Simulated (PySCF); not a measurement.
Compound: C₈H₉F.
Bonds: F1–C2, C2–C3, C3–C4 (double), C4–C5, C5–C6 (double), C6–C7, C7–C8, C8–C9, C3–C7, C7–C9. Hydrogens: H10, H11 on C2; H12 on C4; H13 on C5; H14 on C6; H15, H16 on C8; H17, H18 on C9.

Level: CAM-B3LYP/def2-SVPD in PySCF, non-relativistic, on one gas-phase PBE0-D3(BJ)/def2-SVP geometry that isn't relaxed in the solvent. The solvent is an IEF-PCM continuum (cavity from Bondi-type radii × 1.2), and excitations are vertical TDDFT with non-equilibrium linear response and a frozen core. Only the electrostatic response of the medium enters.

Gas-phase singlets (H = HOMO, L = LUMO):

| state | E (eV) | λ (nm) | f | leading configuration |
| --- | --- | --- | --- | --- |
| S1 | 4.806 | 258 | 0.101 | H→L 98% |
| S2 | 6.112 | 203 | 0.189 | H-1→L 84% |
| S3 | 6.449 | 192 | 0.012 | H→L+1 69% |
| S4 | 6.837 | 181 | 0.043 | H→L+2 68% |
| S5 | 7.006 | 177 | 0.034 | H→L+3 54% |

**Question.** What are the lowest 5 singlets in acetonitrile (ε = 35.69)?

**Answer.** 
```json
{"state": "S1", "E (eV)": "4.784", "λ (nm)": "259", "f": "0.127", "leading configuration": "H→L 98%", "change by rank (eV)": "-0.022"}
{"state": "S2", "E (eV)": "6.040", "λ (nm)": "205", "f": "0.281", "leading configuration": "H-1→L 88%", "change by rank (eV)": "-0.072"}
{"state": "S3", "E (eV)": "6.511", "λ (nm)": "190", "f": "0.008", "leading configuration": "H→L+1 66%", "change by rank (eV)": "+0.062"}
{"state": "S4", "E (eV)": "6.988", "λ (nm)": "177", "f": "0.064", "leading configuration": "H→L+2 52%", "change by rank (eV)": "+0.151"}
{"state": "S5", "E (eV)": "7.019", "λ (nm)": "177", "f": "0.042", "leading configuration": "H-2→L 64%", "change by rank (eV)": "+0.013"}
```

**Question.** What are the lowest 5 singlets in dimethylsulfoxide (ε = 46.83)?

**Answer.** 
```csv
state,E (eV),λ (nm),f,leading configuration,change by rank (eV)
S1,4.768,260,0.135,H→L 98%,-0.038
S2,6.023,206,0.309,H-1→L 89%,-0.089
S3,6.505,191,0.008,H→L+1 66%,+0.056
S4,6.983,178,0.075,H→L+2 55%,+0.146
S5,7.016,177,0.043,H-2→L 66%,+0.010
```

**Question.** The ground-state energy changes by -0.205 eV from gas to dimethylsulfoxide. By how much does the total energy of gas-phase S1 change?

**Answer.** E(S1) = E(S0) + excitation energy, so it changes by -0.205 − 0.038 = -0.243 eV: it is lowered more than the ground state, which is what a red shift means. This is the vertical state, with the slow part of the continuum still set for S0.

**Question.** How do the frontier levels move from gas to dimethylsulfoxide?

**Answer.** 
```tsv
orbital	gas (eV)	solvent (eV)	change (eV)
LUMO+2	1.81	2.03	+0.22
LUMO+1	1.43	1.61	+0.18
LUMO	0.12	0.16	+0.04
HOMO	-7.64	-7.64	0.00
HOMO-1	-9.01	-8.95	+0.06
HOMO-2	-10.41	-10.27	+0.14
HOMO-3	-10.90	-10.82	+0.08
```

The HOMO–LUMO gap goes from 7.76 to 7.80 eV. Rows go by rank; for LUMO+1 and LUMO+2 the atom shares or the degeneracy differ between the runs, so the row needn't follow one orbital.

Shape of the structure used: `[F:1][CH2:2][C:3]1=[CH:4][CH:5]=[CH:6][C:7]12[CH2:8][CH2:9]2`: F1–C2–C3–C4 122°.
